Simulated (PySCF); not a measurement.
# Stationary points of PbCl₂

Level of theory: PBE0 in PySCF with Pb def2-TZVP with ECP60, Cl def2-TZVP; scalar-relativistic core potentials, no spin–orbit coupling; density-fitted integrals.

Relaxations began from a few typed shapes. The search is not exhaustive: other isomers or separated fragments can lie lower, and high-lying points may rest on an excited occupation.

(1) Which is the lowest minimum found?
A. singlet D∞h: Pb–Cl 2.584 Å (×2); Cl–Pb–Cl 180.0°
B. singlet C2v: Pb–Cl 2.456 Å (×2); Cl–Pb–Cl 99.5°

## Answers

(1) B. The others lie at 107.9 (singlet D∞h, a saddle point) kJ/mol above it.

Counting electrons, lead keeps 2 of its valence electrons outside its bonds, so the VSEPR class is AX2E1 and the expected shape is bent (C2v), as computed.

For the lowest minimum: no spin–orbit coupling is included, which matters more the heavier the element.
